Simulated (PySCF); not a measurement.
Start geometry of `O=[S@]1C=CCC(F)(F)C1` from GFN2-xTB (Å):
```
atom  x, y, z in Å
O1     0.6021    2.9719    0.1261
S2     0.1552    1.8137   -0.6396
C3     1.4985    0.6001   -0.4751
C4     1.3575   -0.6839   -0.2052
C5     0.0699   -1.3996    0.0549
C6    -1.1635   -0.5174   -0.0867
F7    -2.2317   -1.1480    0.4953
F8    -1.5121   -0.4162   -1.4068
C9    -0.9974    0.8703    0.4876
H10    2.4642    1.0487   -0.6453
H11    2.2319   -1.3211   -0.1448
H12   -0.0286   -2.2426   -0.6357
H13    0.0769   -1.8112    1.0688
H14   -1.9523    1.3955    0.4953
H15   -0.5750    0.8480    1.4894
```

Q: What comes out of this run: BHandHLYP/def2-SV(P) geometry optimisation, gas phase (PySCF 2.14.0)?

A: 
```
atom  x, y, z in Å
O1     0.6967    2.9529    0.0106
S2     0.0881    1.7923   -0.6984
C3     1.3644    0.5429   -0.8255
C4     1.2659   -0.7328   -0.4745
C5     0.0849   -1.3868    0.1751
C6    -1.1569   -0.5266    0.1780
F7    -2.0630   -1.0593    1.0195
F8    -1.7147   -0.5519   -1.0557
C9    -0.9115    0.9137    0.5527
H10    2.2670    0.9503   -1.2741
H11    2.1272   -1.3761   -0.6453
H12   -0.1626   -2.3279   -0.3286
H13    0.3296   -1.6413    1.2134
H14   -1.8624    1.4470    0.6318
H15   -0.3581    1.0073    1.4905
```

The energy falls by 2.8 kcal/mol over 15 energy and gradient evaluations, the largest force component goes from 0.0319 to 3.5e-04 Eh/bohr, and the atoms move by 0.110 Å rms after alignment. The bond that changes most is S2–C9 (sulfinyl sulfur to sp3 carbon bound to sulfur), which shortens by 0.041 Å. Bonds longer at the end by more than 0.005 Å: 4 of 15; shorter: 5. Among the angles that change most is S2–C9–C6, from 107.6° to 112.2°. Rotational constants go from 2435, 1147, 943.4 to 2452, 1140, 944.0 MHz. The orientation of the end geometry is arbitrary; only internal coordinates are fixed.

The run used 142 basis functions and 102 SCF cycles in all. The run took 1.9 min on one thread of an Arm Neoverse V2, no GPU, shared host, and the process peaked at 0.64 GiB of memory.

No frequency check. The numbers are those of one conformer.
